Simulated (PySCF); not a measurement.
Isomers of C5H15NOSi.

All values: B3LYP/def2-SVPD (PySCF) at PBE0-D3(BJ)/def2-SVP geometries, gas phase, one conformer each. Core orbitals are frozen in the response; Δα² is half the sum of the squared differences of the principal polarisabilities.

Problem. Rank by HOMO energy, lowest first.
A. `[CH3:1][CH2:2][C@@H:3]([CH3:4])[Si@@H:5]([OH:6])[NH:7][CH3:8]` with C1–C2–C3–C4 64°, C2–C3–Si5–O6 -60°, C3–Si5–O6–H 68°, C3–Si5–N7–C8 -176°
B. `[CH3:1][CH2:2][NH:3][SiH2:4][O:5][CH:6]([CH3:7])[CH3:8]` with C1–C2–N3–Si4 -137°, C2–N3–Si4–O5 -85°, N3–Si4–O5–C6 -154°, Si4–O5–C6–C7 152°
C. `[CH3:1][CH2:2][CH2:3][Si@H:4]([NH2:5])[O:6][CH2:7][CH3:8]` with C1–C2–C3–Si4 178°, C2–C3–Si4–N5 -60°, C3–Si4–N5–H 153° and -54°, C3–Si4–O6–C7 -176°, Si4–O6–C7–C8 -93°
D. `[CH3:1][CH:2]([CH3:3])[O:4][SiH2:5][N:6]([CH3:7])[CH3:8]` with C1–C2–O4–Si5 -146°, C2–O4–Si5–N6 -65°, O4–Si5–N6–C7 93°
E. `[CH3:1][CH:2]([CH3:3])[Si@H:4]([OH:5])[N:6]([CH3:7])[CH3:8]` with C1–C2–Si4–O5 -63°, C2–Si4–O5–H -68°, C2–Si4–N6–C7 167°

Solution. C (-7.10 eV), B (-6.70 eV), A (-6.56 eV), D (-6.28 eV), E (-6.16 eV).

Problem. Rank by HOMO–LUMO gap, highest first.
A. `[CH3:1][O:2][CH2:3][C:4]([CH3:5])([CH3:6])[SiH2:7][NH2:8]` with C1–O2–C3–C4 -179°, O2–C3–C4–C5 -67°, C3–C4–Si7–N8 163°, C4–Si7–N8–H -146° and 78°
B. `[CH3:1][CH2:2][CH2:3][Si@H:4]([NH2:5])[O:6][CH2:7][CH3:8]` with C1–C2–C3–Si4 178°, C2–C3–Si4–N5 -60°, C3–Si4–N5–H 153° and -54°, C3–Si4–O6–C7 -176°, Si4–O6–C7–C8 -93°
C. `[CH3:1][CH2:2][NH:3][SiH2:4][O:5][CH:6]([CH3:7])[CH3:8]` with C1–C2–N3–Si4 -137°, C2–N3–Si4–O5 -85°, N3–Si4–O5–C6 -154°, Si4–O5–C6–C7 152°
D. `[CH3:1][CH:2]([CH3:3])[Si@H:4]([OH:5])[N:6]([CH3:7])[CH3:8]` with C1–C2–Si4–O5 -63°, C2–Si4–O5–H -68°, C2–Si4–N6–C7 167°
E. `[CH3:1][CH2:2][C@@H:3]([CH3:4])[Si@@H:5]([OH:6])[NH:7][CH3:8]` with C1–C2–C3–C4 64°, C2–C3–Si5–O6 -60°, C3–Si5–O6–H 68°, C3–Si5–N7–C8 -176°

Solution. B (7.32 eV), C (7.08 eV), A (6.93 eV), E (6.63 eV), D (6.19 eV).

Problem. Rank by vertical ionisation energy (ΔSCF), lowest first.
A. `[CH3:1][CH2:2][CH2:3][Si@H:4]([NH2:5])[O:6][CH2:7][CH3:8]` with C1–C2–C3–Si4 178°, C2–C3–Si4–N5 -60°, C3–Si4–N5–H 153° and -54°, C3–Si4–O6–C7 -176°, Si4–O6–C7–C8 -93°
B. `[CH3:1][CH:2]([CH3:3])[Si@H:4]([OH:5])[N:6]([CH3:7])[CH3:8]` with C1–C2–Si4–O5 -63°, C2–Si4–O5–H -68°, C2–Si4–N6–C7 167°
C. `[CH3:1][O:2][CH2:3][C:4]([CH3:5])([CH3:6])[SiH2:7][NH2:8]` with C1–O2–C3–C4 -179°, O2–C3–C4–C5 -67°, C3–C4–Si7–N8 163°, C4–Si7–N8–H -146° and 78°

Solution. B (8.22 eV), C (8.71 eV), A (9.19 eV).

All values together:

```tsv
SMILES	μ (D)	HOMO (eV)	LUMO (eV)	α (Å³)	Δα (Å³)	ΔSCF removal energy (eV)
CC[C@@H](C)[Si@H](O)NC	2.26	-6.58	0.09	15.00	3.65	8.74
CC(C)O[SiH2]N(C)C	1.58	-6.28	0.26	15.12	2.48	8.33
CCC[Si@H](N)OCC	1.43	-7.10	0.21	15.11	4.57	9.19
COCC(C)(C)[SiH2]N	0.32	-6.79	0.14	15.38	2.35	8.71
CCN[SiH2]OC(C)C	0.47	-6.70	0.38	15.35	4.57	8.80
CC(C)[Si@H](O)N(C)C	1.94	-6.16	0.03	15.06	3.26	8.22
CC[C@@H](C)[Si@@H](O)NC	2.18	-6.56	0.06	14.99	3.60	8.71
```

Conformers: `[CH3:1][CH2:2][C@@H:3]([CH3:4])[Si@H:5]([OH:6])[NH:7][CH3:8]` with C1–C2–C3–C4 61°, C2–C3–Si5–O6 -173°, C3–Si5–O6–H -75°, C3–Si5–N7–C8 -171°; `[CH3:1][CH:2]([CH3:3])[O:4][SiH2:5][N:6]([CH3:7])[CH3:8]` with C1–C2–O4–Si5 -146°, C2–O4–Si5–N6 -65°, O4–Si5–N6–C7 93°; `[CH3:1][CH2:2][CH2:3][Si@H:4]([NH2:5])[O:6][CH2:7][CH3:8]` with C1–C2–C3–Si4 178°, C2–C3–Si4–N5 -60°, C3–Si4–N5–H 153° and -54°, C3–Si4–O6–C7 -176°, Si4–O6–C7–C8 -93°; `[CH3:1][O:2][CH2:3][C:4]([CH3:5])([CH3:6])[SiH2:7][NH2:8]` with C1–O2–C3–C4 -179°, O2–C3–C4–C5 -67°, C3–C4–Si7–N8 163°, C4–Si7–N8–H -146° and 78°; `[CH3:1][CH2:2][NH:3][SiH2:4][O:5][CH:6]([CH3:7])[CH3:8]` with C1–C2–N3–Si4 -137°, C2–N3–Si4–O5 -85°, N3–Si4–O5–C6 -154°, Si4–O5–C6–C7 152°; `[CH3:1][CH:2]([CH3:3])[Si@H:4]([OH:5])[N:6]([CH3:7])[CH3:8]` with C1–C2–Si4–O5 -63°, C2–Si4–O5–H -68°, C2–Si4–N6–C7 167°; `[CH3:1][CH2:2][C@@H:3]([CH3:4])[Si@@H:5]([OH:6])[NH:7][CH3:8]` with C1–C2–C3–C4 64°, C2–C3–Si5–O6 -60°, C3–Si5–O6–H 68°, C3–Si5–N7–C8 -176°.

Problem. By how much does the ΔSCF value exceed −ε(HOMO) over the species that have both?

Solution. By 1.92 to 2.15 eV, 2.07 eV on average, over 7 species.
